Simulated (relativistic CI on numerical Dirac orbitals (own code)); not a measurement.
# Er23+: q coefficients and field-shift factors

These numbers are calculated, not measured: Dirac-Coulomb-Breit CI, KLI orbitals optimised for each configuration, derivatives by finite differences, unscaled Slater integrals, QED left out (own radial code, finite nucleus).

Configurations in the expansion (outside the closed core [Ar] 3d10): 4s²4p⁶4d⁹, 4s²4p⁵4d¹⁰, 4s²4p⁶4d⁸4f, 4s4p⁶4d¹⁰, 4s²4p⁵4d⁹4f, 4s²4p⁶4d⁸5s, 4s4p⁶4d⁹4f, 4s²4p⁶4d⁸5p. Levels of other configurations are missing.

With x = (α/α₀)² − 1 an excitation energy changes as ω = ω₀ + qx; K = 2q/ω₀ is the relative enhancement. Terms are leading LS components, so labels can repeat. The field-shift factor is F = δν/δ⟨r²⟩ for the transition from the lowest level.

Lowest level 4s²4p⁶4d⁹ ²D5/2.

```
              Level  ω₀ (cm⁻¹)  q (cm⁻¹)         K  F (GHz/fm²)
    4s²4p⁶4d⁹ ²D3/2      80232     80700      2.01         1.62
  4s²4p⁵4d¹⁰ ²P°3/2    1199512     96950     0.162         7.25
 4s²4p⁶4d⁸4f ⁴F°5/2    1298778     -1657  -0.00255         12.4
 4s²4p⁶4d⁸4f ⁴F°7/2    1301704      4516   0.00694         12.6
 4s²4p⁶4d⁸4f ⁴D°3/2    1311230      1097   0.00167         12.5
 4s²4p⁶4d⁸4f ⁴F°9/2    1315912     14800    0.0225         12.9
 4s²4p⁶4d⁸4f ²F°5/2    1321788      6798    0.0103         12.6
 4s²4p⁶4d⁸4f ²P°1/2    1328575     21420    0.0323         12.3
4s²4p⁶4d⁸4f ⁴I°13/2    1329071     -1619  -0.00244         12.7
4s²4p⁶4d⁸4f ⁴I°15/2    1331704     10310    0.0155         13.1
 4s²4p⁶4d⁸4f ⁴D°7/2    1335841     17190    0.0257         12.8
4s²4p⁶4d⁸4f ⁴H°11/2    1336572      2386   0.00357         12.7
 4s²4p⁶4d⁸4f ⁴F°3/2    1344087     21870    0.0325         13.1
4s²4p⁶4d⁸4f ⁴H°13/2    1344447     10910    0.0162           13
 4s²4p⁶4d⁸4f ²G°9/2    1345743      4454   0.00662         12.9
4s²4p⁶4d⁸4f ⁴G°11/2    1362400     17670    0.0259         13.2
 4s²4p⁶4d⁸4f ²G°7/2    1364684      9821    0.0144         12.4
 4s²4p⁶4d⁸4f ²H°9/2    1366457      8557    0.0125         12.7
 4s²4p⁶4d⁸4f ⁴F°3/2    1369464     66430     0.097           14
 4s²4p⁶4d⁸4f ⁴D°1/2    1369938     38660    0.0564         11.1
 4s²4p⁶4d⁸4f ⁴P°5/2    1372529     42580     0.062         13.6
 4s²4p⁶4d⁸4f ²P°3/2    1379073     29830    0.0433         13.4
 4s²4p⁶4d⁸4f ²G°9/2    1382928     22850     0.033         13.2
```

At this charge energies of transitions that change n are usually good to better than 1 %, and those within a shell (Δn = 0) to a few per cent.
